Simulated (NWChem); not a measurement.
Everything below was run with NWChem. System: C2H4ClNSi, charge 0, spin multiplicity 1, at a geometry optimised with B3LYP/def2-SVP. The structure started from a generated list of species. Level: MP2/def2-TZVP, 13 core orbitals frozen.

The NWChem input:

```
start mol
memory heap 200 mb stack 800 mb global 1000 mb
geometry units angstroms nocenter noautoz noautosym
  N      2.812424    -0.433482    -0.366223
  C      1.930481     0.312519    -0.267830
  C      0.798927     1.221460    -0.161710
  Si    -0.888489     0.421474    -0.546524
  Cl    -1.326755    -1.003550     0.892899
  H      0.760152     1.652288     0.853306
  H      0.934992     2.063502    -0.864046
  H     -1.912297     1.497069    -0.494080
  H     -0.852583    -0.222651    -1.882310
end
basis spherical
  * library def2-tzvp
end
scf
  rhf
  nopen 0
  maxiter 100
  thresh 1e-7
  semidirect memsize 60000000 filesize 0
end
mp2
  freeze core 13
end
task mp2 energy
```

Output (cleaned and shortened):

```
             Northwest Computational Chemistry Package (NWChem) 7.3.0
             --------------------------------------------------------

                                NWChem Input Module
                                -------------------

 Scaling coordinates for geometry "geometry" by  1.889725989
 (inverse scale =  0.529177249)

                             Geometry "geometry" -> ""
                             -------------------------

 Output coordinates in angstroms (scale by  1.889725989 to convert to a.u.)

  No.       Tag          Charge          X              Y              Z
 ---- ---------------- ---------- -------------- -------------- --------------
    1 N                    7.0000     2.81242400    -0.43348200    -0.36622300
    2 C                    6.0000     1.93048100     0.31251900    -0.26783000
    3 C                    6.0000     0.79892700     1.22146000    -0.16171000
    4 Si                  14.0000    -0.88848900     0.42147400    -0.54652400
    5 Cl                  17.0000    -1.32675500    -1.00355000     0.89289900
    6 H                    1.0000     0.76015200     1.65228800     0.85330600
    7 H                    1.0000     0.93499200     2.06350200    -0.86404600
    8 H                    1.0000    -1.91229700     1.49706900    -0.49408000
    9 H                    1.0000    -0.85258300    -0.22265100    -1.88231000

 Effective nuclear repulsion energy (a.u.)     244.7135656715

            Nuclear Dipole moment (a.u.)
            ----------------------------
        X                 Y               Z
 ---------------- ---------------- ----------------
    -0.0000018897    -0.0000113384     0.0000302356


 Summary of "ao basis" -> "" (spherical)
 ------------------------------------------------------------------------------
       Tag                 Description            Shells   Functions and Types
 ---------------- ------------------------------  ------  ---------------------
 *                         def2-tzvp                  on all atoms

 Summary of "ao basis" -> "ao basis" (spherical)
 ------------------------------------------------------------------------------
       Tag                 Description            Shells   Functions and Types
 ---------------- ------------------------------  ------  ---------------------
 N                         def2-tzvp                11       31   5s3p2d1f
 C                         def2-tzvp                11       31   5s3p2d1f
 Si                        def2-tzvp                13       37   5s5p2d1f
 Cl                        def2-tzvp                13       37   5s5p2d1f
 H                         def2-tzvp                 4        6   3s1p

                                 NWChem SCF Module
                                 -----------------

  ao basis        = "ao basis"
  functions       =   191
  atoms           =     9
  closed shells   =    27
  open shells     =     0
  charge          =   0.00
  wavefunction    = RHF
  use symmetry    = F
  symmetry adapt  = F

 Summary of "ao basis" -> "ao basis" (spherical)
 ------------------------------------------------------------------------------
       Tag                 Description            Shells   Functions and Types
 ---------------- ------------------------------  ------  ---------------------
 N                         def2-tzvp                11       31   5s3p2d1f
 C                         def2-tzvp                11       31   5s3p2d1f
 Si                        def2-tzvp                13       37   5s5p2d1f
[...]
     calls:        1        24         0         0         0
   data(b): 5.24e+05  1.26e+07  0.00e+00  0.00e+00
   time(s): 0.00e+00  0.00e+00  0.00e+00  0.00e+00  0.00e+00
rate(mb/s): 0.00e+00  0.00e+00
------------------------------------------------------------

 center of mass
 --------------
 x =  -0.00350892 y =  -0.10682598 z =   0.05841351

 moments of inertia (a.u.)
 ------------------
         412.106850579221        -137.367632431896         169.995365336301
        -137.367632431896        1061.155271272260         140.864775620307
         169.995365336301         140.864775620307        1155.498743368109

  Mulliken analysis of the total density
  --------------------------------------

    Atom       Charge   Shell Charges
 -----------   ------   -------------------------------------------------------
    1 N    7     7.18   0.82  1.15  0.59  0.88  0.26  1.36  1.44  0.61  0.01  0.04  0.00
    2 C    6     6.13   0.86  1.12  0.52  0.64  0.08  1.22  1.20  0.36  0.03  0.09  0.02
    3 C    6     6.23   0.85  1.12  0.46  0.64  0.00  1.25  1.45  0.37  0.02  0.05  0.00
    4 Si  14    13.44   2.00  0.58  1.39  0.81  0.33  4.12  1.73  0.51  1.28  0.20  0.17  0.25  0.05
    5 Cl  17    17.30   2.01  0.45  1.52  1.08  0.87  4.18  1.69  1.07  2.90  1.50  0.01  0.03  0.00
    6 H    1     0.84   0.26  0.47  0.08  0.02
    7 H    1     0.84   0.26  0.48  0.08  0.02
    8 H    1     1.03   0.24  0.56  0.22  0.01
    9 H    1     1.02   0.24  0.56  0.21  0.01

       Multipole analysis of the density wrt the origin
       ------------------------------------------------

     L   x y z        total         open         nuclear
     -   - - -        -----         ----         -------
     0   0 0 0     -0.000000      0.000000     54.000000

     1   1 0 0     -1.138666      0.000000     -0.000002
     1   0 1 0      1.400351      0.000000     -0.000011
     1   0 0 1     -0.230929      0.000000      0.000030

     2   2 0 0    -42.690804      0.000000    458.419973
     2   1 1 0      2.788487      0.000000     67.299065
     2   1 0 1      1.983639      0.000000    -78.698666
     2   0 2 0    -31.644956      0.000000    141.913762
     2   0 1 1     -0.457353      0.000000    -70.448970
     2   0 0 2    -32.603823      0.000000     87.574107

                   NWChem MP2 Semi-direct Energy/Gradient Module
                   ---------------------------------------------

  Basis functions       =    191
  Molecular orbitals    =    191
  Frozen core           =     13
  Frozen virtuals       =      0
  Active alpha occupied =     14
  Active beta occupied  =     14
  Active alpha virtual  =    164
  Active beta virtual   =    164
  Use MO symmetry       = F
  Use skeleton AO sym   = F

  AO/Fock/Back tols     =   1.0D-09  1.0D-09  1.0D-09

 GA uses MA = F    GA memory limited = T

 Available:
  local mem=  1.15D+08
 global mem=  1.31D+08
 local disk=  0.00D+00
  mp2_memr nvloc                   164
  nvloc new                   164
   1 passes of  14:        5242880                     189175                 132591602.
   1 passes of  14: M    114678700           G      130999038           F     109435820.
  mp2_memr nvloc                   164
  nvloc new                   164
   2 passes of   7:        5242880                     131798                  66326976.
   2 passes of   7: M    114678700           G      130999038           F     109435820.

 Semi-direct pass number   1 of   2  for RHF alpha+beta  at      110.0s
  vrange nnbf                 16977
  mp2_eaftype                   253  avail_ma_in_mb                   999
 EAF : mp2_eaftype filesize         253   33163488.
  mp2_eaf for mointskh                    253
Node 0 wrote    155.9 Mb in      0.1 s     Agg I/O rate:  2188.0 Mb/s
 Done moints_semi at      139.5s
  mp2_eaftype                   253  avail_ma_in_mb                   746
 EAF : mp2_eaftype filesize         253   33163488.
  mp2_eaf for kh                   253
 Done maket at      140.1s
 Semi-direct pass number   2 of   2  for RHF alpha+beta  at      140.1s
  vrange nnbf                 16977
  mp2_eaftype                   253  avail_ma_in_mb                   746
 EAF : mp2_eaftype filesize         253   33163488.
  mp2_eaf for mointskh                    253
Node 0 wrote    155.9 Mb in      0.1 s     Agg I/O rate:  2242.5 Mb/s
 Done moints_semi at      165.1s
  mp2_eaftype                   253  avail_ma_in_mb                   746
 EAF : mp2_eaftype filesize         253   33163488.
  mp2_eaf for kh                   253
 Done maket at      165.7s
 Done multipass loop at      165.7s

          -------------------------------------------
          SCF energy                -881.070954774077
          Correlation energy          -0.800341997379
          Singlet pairs               -0.511153035391
          Triplet pairs               -0.289188961988
          Total MP2 energy          -881.871296771455
          -------------------------------------------

          ---------------------------------------------------
                    Spin Component Scaled (SCS) MP2
          Same spin pairs                     -0.192792641326
          Same spin scaling factor             0.333333333333
          Opposite spin pairs                 -0.607549356053
          Opposite spin scaling fact.          1.200000000000
          SCS-MP2 correlation energy          -0.793323441039
          Total SCS-MP2 energy              -881.864278215116
          ---------------------------------------------------

 -----------------------
 Performance information
 -----------------------

 Timer overhead =  1.91D-07 seconds/call

               Nr. of calls         CPU time (s)                 Wall time (s)                GFlops
             ---------------    -------------------     ------------------------------   -------------------
Name         Min   Avg   Max    Min     Avg     Max     Min     Avg     Max   Mx/calls   Min     Max     Sum
mp2: moin     2     2     2    54.     54.     54.      54.     54.     54.     27.      0.0     0.0     0.0
mp2: make     2     2     2    1.2     1.2     1.2      1.2     1.2     1.2    0.62      0.0     0.0     0.0
mp2: tota     1     1     1    56.     56.     56.      56.     56.     56.     56.      0.0     0.0     0.0

 The average no. of pstat calls per process was 5.00D+00
 with a timing overhead of 9.53D-07s

 Task  times  cpu:      165.7s     wall:      165.7s

 Total times  cpu:      165.7s     wall:      165.7s
```
